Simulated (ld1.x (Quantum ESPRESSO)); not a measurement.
## Transferability test, TM semilocal potential for arsenic (As)

```
Element                 : arsenic (As)
Generator               : ld1.x (Quantum ESPRESSO) 7.5
Type                    : norm-conserving Troullier–Martins (semilocal form)
Functional              : BP86
Relativity              : scalar-relativistic
Frozen core             : [Ar] 3d10
Valence charge          : 5
Reference configuration : 4s2 4p2 (charge +1)
Partial waves           : 4p (bound): rc 1.85 bohr; 4d channel at 0.25 Ry: rc 1.65 bohr; 4s (bound): rc 1.50 bohr
Local potential         : the s channel
Core correction         : Bessel-smoothed model core inside 0.90 bohr
```

Energies are relative to the spin-unpolarised reference configuration 4s2 4p2; without spin polarisation the order of configurations can differ from experiment.

Q: Give the all-electron excitation energy and the error of the potential for: 4s2 4p3; 4s2 4p1; 4s2 4p0; 4s1 4p3; 4s1 4p0; 4s2 4p2.5; 4s0 4p5.

A:

```json
{"valence configuration": "4s2 4p3", "charge": "0", "ΔE all-electron (eV)": "-9.281", "error AE − PS (meV)": "+0.1"}
{"valence configuration": "4s2 4p1", "charge": "+2", "ΔE all-electron (eV)": "18.076", "error AE − PS (meV)": "-10"}
{"valence configuration": "4s2 4p0", "charge": "+3", "ΔE all-electron (eV)": "45.957", "error AE − PS (meV)": "-60"}
{"valence configuration": "4s1 4p3", "charge": "+1", "ΔE all-electron (eV)": "10.128", "error AE − PS (meV)": "-9.5"}
{"valence configuration": "4s1 4p0", "charge": "+4", "ΔE all-electron (eV)": "96.802", "error AE − PS (meV)": "-291"}
{"valence configuration": "4s2 4p2.5", "charge": "+0.5", "ΔE all-electron (eV)": "-5.662", "error AE − PS (meV)": "+0.3"}
{"valence configuration": "4s0 4p5", "charge": "0", "ΔE all-electron (eV)": "9.831", "error AE − PS (meV)": "-25"}
```
